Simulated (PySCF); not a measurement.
## Orbital picture of PdCl

r²SCAN at R = 2.234 Å; Pd x2c-TZVPPall, Cl x2c-TZVPPall; spin-free X2C with a Gaussian nucleus (PySCF 2.14). State: ²Σ⁺ (doublet), unpaired electrons σ ↑. Only the outer orbitals are listed, counted within each symmetry.

```csv
spin,orbital,occ.,ε (eV),on Pd (%),main shells (%)
α,13σ,1,-9.72,48,"49 Cl p, 45 Pd d"
α,6π,1,-8.17,55,"55 Pd d, 44 Cl p"
α,6π,1,-8.17,55,"55 Pd d, 44 Cl p"
α,2δ,1,-6.99,100,100 Pd d
α,2δ,1,-6.98,100,100 Pd d
α,14σ,1,-6.71,67,"48 Pd d, 33 Cl p, 18 Pd s"
α,7π,1,-6.21,48,"52 Cl p, 45 Pd d"
α,7π,1,-6.21,48,"52 Cl p, 45 Pd d"
α,15σ,0,-3.38,91,"72 Pd s, 16 Pd p, 9 Cl p"
α,8π,0,-0.24,98,95 Pd p
α,8π,0,-0.24,98,95 Pd p
β,13σ,1,-8.98,32,"65 Cl p, 26 Pd d"
β,6π,1,-8.05,54,"53 Pd d, 46 Cl p"
β,6π,1,-8.05,54,"53 Pd d, 46 Cl p"
β,2δ,1,-6.35,100,100 Pd d
β,2δ,1,-6.34,100,100 Pd d
β,7π,1,-6.11,49,"51 Cl p, 46 Pd d"
β,7π,1,-6.11,49,"51 Cl p, 46 Pd d"
β,14σ,0,-5.14,83,"64 Pd d, 19 Pd s, 16 Cl p"
β,15σ,0,-3.01,90,"67 Pd s, 18 Pd p, 10 Cl p"
β,8π,0,0.02,98,95 Pd p
```

Which are the highest filled and the lowest empty level, where do they sit, and how wide is the gap?

Highest filled β 7π at -6.11 eV (in %: 51 Cl p, 46 Pd d); lowest empty β 14σ at -5.14 eV (in %: 64 Pd d, 19 Pd s, 16 Cl p); the gap at r²SCAN is 0.97 eV.

- bond order (Mayer): 1.08
- ⟨S²⟩: 0.751
- charge on Pd (Mulliken, basis-dependent): 0.36
- charge on Pd (Löwdin, basis-dependent): -0.08
- dipole moment (positive dipole means Pd(−)Cl(+)): -4.48 D

Spin–orbit coupling is left out. The state is the lowest single determinant that the PBE0 search found; with open d or f shells the true ground state can be another one.
